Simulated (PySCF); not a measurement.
## Gas-phase XPS of `C[O][GeH2][SiH3]`, computed

Species: CH8GeOSi.
Atom-mapped SMILES: `[CH3:1][O:2][GeH2:3][SiH3:4]`

Level of theory: PySCF, delta-SCF UKS SCAN, pcX-2 on the ionised atom, pcseg-1 elsewhere, spin-free X2C. Binding energies are ΔSCF values: E(core-ionised, relaxed orbitals) − E(ground state) at a fixed geometry, referred to the vacuum level.

Problem. What binding energy does each computed site have?

Solution. 
```tsv
atom(s)	bonded to	level	binding energy (eV)	2p1/2 (eV)	count
Si4	3 H and Ge	Si 2p3/2	106.73	107.36	1
C1	O and 3 H	C 1s	292.04	–	1
O2	C and Ge	O 1s	537.39	–	1
Si4	3 H and Ge	Si 1s	1846.44	–	1
```

Problem. Which effective nuclear charge Zeff reproduces each element's mean 1s value in the hydrogen-like formula E = 13.606 eV × Zeff²?

Solution. C (Z = 6): mean 292.0 eV, Zeff = 4.63, Z − Zeff = 1.37; O (Z = 8): mean 537.4 eV, Zeff = 6.28, Z − Zeff = 1.72; Si (Z = 14): mean 1846.4 eV, Zeff = 11.65, Z − Zeff = 2.35. Means run over the listed sites, weighted by atom count.

Spin–orbit coupling isn't in the SCF: each 2p doublet comes from a relaxed spin-free hole plus a matrix of the shell (mean-field spin–orbit coupling and the ground-state 2p splitting), with 2p3/2 averaged over its two sublevels. 2p1/2 minus 2p3/2 (ligand field included): Si 0.62 eV. No level of germanium is listed. One conformer (not necessarily the lowest) at the PBE0-D3(BJ)/def2-SVP geometry, without solvent, vibrations or thermal averaging.

Hardware: one thread, AMD EPYC (x86_64), no GPU, on a shared host. Cost: 43 s of wall time, 0.54 GiB resident at most.

Conformer computed: `[CH3:1][O:2][GeH2:3][SiH3:4]`: C1–O2–Ge3–Si4 179°.
